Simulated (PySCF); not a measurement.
## NMR problem set

- NMR shieldings at PBE0/pcSseg-1/GIAO
- geometry from GFN2-xTB
- program: PySCF
- one averaged value for each set of equivalent atoms, gas phase, no relativistic terms, a single conformation

References, each an isolated molecule treated in the same way: 1H (σref 31.72) and 13C (σref 186.93) against TMS. Splittings of carbon signals by F and P are missing where no couplings were computed. Where no couplings were computed, multiplicities follow the n + 1 count of equivalent neighbours, and m marks all less simple cases (inequivalent or close neighbours, rings, F or P nearby). Shifts are as computed. Against solution values, carbons near 30 ppm lie about +3 ppm off and those near 130 ppm about +5 ppm. Of 1211 compounds with measured shifts, 218 miss one by over three times the rms of a fit or turn the order of signals round; such compounds aren't used in these exercises.

(1) C₉H₇OP. 1H NMR (300 MHz, computed): δ 8.42 (m, 2H), 8.07 (m, 1H), 7.65 (m, 2H), 7.51 (m, 1H), 7.44 (m, 1H). 13C{1H} NMR (computed): δ 205.5 (C), 152.6 (CH), 139.2 (C), 134.4 (CH), 134.1 (CH), 132.9 (CH), 128.3 (CH). Give a structure.

(2) C₃H₁₁NP₂Si. 1H NMR (300 MHz, computed): δ 4.76 (m, 3H), 3.29 (s, 6H), 3.00 (m, 2H). 13C{1H} NMR (computed): δ 212.5 (C), 47.6 (CH3). What is it?

(3) C₄H₅F₃O₂Si. 1H NMR (500 MHz, computed): δ 9.93 (s, 1H), 6.29 (m, 1H), 5.40 (s, 3H). 13C{1H} NMR (computed): δ 190.5 (CH), 158.1 (C), 132.7 (C), 115.5 (CH). Identify the compound.

Results:

(1) `c1coc(-c2ccccc2)p1`. 7 carbon signals for 9 carbons: some carbons are equivalent by symmetry or fast rotation. Carbon types of the structure: 2 × C, 7 × CH, which accounts for all hydrogens. δC 205.5: substituted aromatic carbon next to the ring oxygen. δC 152.6: aromatic CH next to the ring oxygen. δC 139.2: substituted aromatic carbon. δC 134.4, 134.1, 132.9, 128.3: aromatic CH; the aromatic region.

The data come from this structure; uniqueness wasn't tested.

(2) SMILES CN(C)/C([SiH3])=P/P. 2 carbon signals for 3 carbons: some carbons are equivalent by symmetry or fast rotation. Carbon types of the structure: 1 × C, 2 × CH3, leaving 5 H on heteroatoms. δC 212.5: carbon double-bonded to a heavier main-group atom. δC 47.6: methyl carbon bonded to N; the inductive effect lowers its shielding. δH 3.29: hydrogen on a methyl carbon bonded to N; its carbon carries N, hence the downfield position. δH 3.00: hydrogen on a phosphorus bonded to P.

This is the structure that produced the data.

(3) `O=C/C(=C/C(F)(F)F)O[SiH3]`. The formula gives 2 degrees of unsaturation (no ring in the answer). 4 carbon signals for 4 carbons: no two carbons are equivalent. Carbon types of the structure: 2 × C, 2 × CH, leaving 3 H on heteroatoms. δC 190.5: aldehyde carbonyl carbon; low-lying n→π* states of the double bond to the heteroatom give a large paramagnetic term (-251 ppm). δC 158.1: alkene carbon bearing oxygen; an sp2 carbon further deshielded by the attached heteroatom. δC 132.7: CF3 carbon; 3 electronegative neighbours deshield it. δH 9.93: hydrogen on an aldehyde carbonyl carbon; the C=O anisotropy and electron withdrawal place aldehyde protons far downfield.

The data come from this structure; uniqueness wasn't tested.
